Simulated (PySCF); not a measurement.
# Peak assignment

Atom-mapped SMILES (the numbers label the heavy atoms): `[CH3:1]/[CH:2]=[CH:3]/[P@H:4](=[O:5])[C:6]([F:7])=[C:8]([F:9])[F:10]`. Hydrogens are named by the atom that carries them.

PySCF calculation with structure optimised with GFN2-xTB and σ from GIAO-PBE0/pcSseg-1; in vacuum, averaged over atoms made equivalent by symmetry, fast rotation or ring inversion, relativity neglected, single conformer.

Referencing at the same level of theory: TMS for 13C (186.93 ppm), 1H (31.72 ppm).

Problem. Assign these signals to the numbered atoms. 13C{1H} NMR (computed): δ 172.6, 160.8, 133.0, 126.5, 24.2.

Solution. 
| δ (ppm) | atoms | environment | reason |
| --- | --- | --- | --- |
| 172.6 | C8 | fully substituted alkene carbon | – |
| 160.8 | C2 | alkene CH | as expected for a trigonal carbon in a double bond |
| 133.0 | C6 | fully substituted alkene carbon | an sp2 carbon of a C=C bond |
| 126.5 | C3 | alkene CH | the olefinic region |
| 24.2 | C1 | allylic methyl carbon | saturated and bonded to C and H only |

Problem. Assign these signals to the numbered atoms. 1H NMR (300 MHz, computed): δ 7.71 (m, 1H), 7.32 (m, 1H), 5.95 (m, 1H), 2.22 (d, 3H).

Solution. 
7.71 → H(P4), hydrogen on a phosphorus bonded to 2 C, O
7.32 → H(C2), hydrogen on an alkene CH: a vinylic proton, deshielded by the sp2 carbon and the C=C anisotropy
5.95 → H(C3), hydrogen on an alkene CH
2.22 → H(C1), hydrogen on an allylic methyl carbon: allylic position

Splittings by 19F and 31P in the carbon and heteronuclear signals aren't shown, as no couplings were computed. Shifts are as computed. Against solution values, carbons near 30 ppm lie about +3 ppm off and those near 130 ppm about +5 ppm. Of 1211 compounds with measured shifts, 218 miss one by over three times the rms of a fit or turn the order of signals round; such compounds aren't used in these exercises. No couplings were computed; multiplicities are counted from neighbouring protons, with m where these are inequivalent, close in shift, in a saturated or five-membered ring or joined by F or P, and br s for small geminal =CH2 splittings.
